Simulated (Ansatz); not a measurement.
This geometry of BClFH$_{5}$N$_{2}$Si (11 atoms, charge 0, multiplicity 1) is a first-order saddle point.

The calculation used Ansatz, RKS r2SCANh/def2-SVP.

```xyz
11
Properties=species:S:1:pos:R:3
N -0.436 -1.658 0.221
Si 0.275 -0.123 -0.081
N 0.813 0.566 1.400
Cl 1.961 -0.294 -1.346
B -1.023 1.019 -1.128
F -1.323 2.238 -0.697
H -0.715 -2.258 -0.548
H -0.107 -2.202 1.011
H 0.370 1.416 1.730
H 1.801 0.568 1.621
H -1.551 0.671 -2.163
```

(1) Which two structures does it join? (They come from a converged band through this point; their orientation in space is the band's.)

(2) How far does it lie above each of them?

## Answers

(1) No bond is made or broken. The dihedral H8–N1–Si2–Cl4 goes from 174 to 70°.

Image 0:

```xyz
11
Properties=species:S:1:pos:R:3
N 0.232 -1.770 0.139
Si 0.259 -0.081 -0.159
N 0.816 0.678 1.269
Cl 1.489 0.082 -1.872
B -1.362 0.925 -0.826
F -1.624 2.133 -0.335
H 0.269 -2.438 -0.619
H -0.213 -2.146 0.967
H 0.660 1.670 1.405
H 1.650 0.359 1.748
H -2.109 0.530 -1.696
```

Image 6:

```xyz
11
Properties=species:S:1:pos:R:3
N -0.630 -1.528 0.308
Si 0.278 -0.119 -0.038
N 0.900 0.449 1.458
Cl 2.014 -0.382 -1.219
B -0.792 1.042 -1.301
F -0.764 2.364 -1.196
H -1.229 -1.939 -0.398
H -0.255 -2.234 0.932
H 0.273 0.637 2.232
H 1.708 1.058 1.472
H -1.439 0.594 -2.228
```

(2) 0.076 eV above the first and 0.064 eV above the second. This is the barrier of this one path; another mechanism may lie lower.

Run time: 3.1 min on 2 threads of Intel(R) Xeon(R) 6975P-C (Granite Rapids) (shared host), peak memory 0.33 GiB.
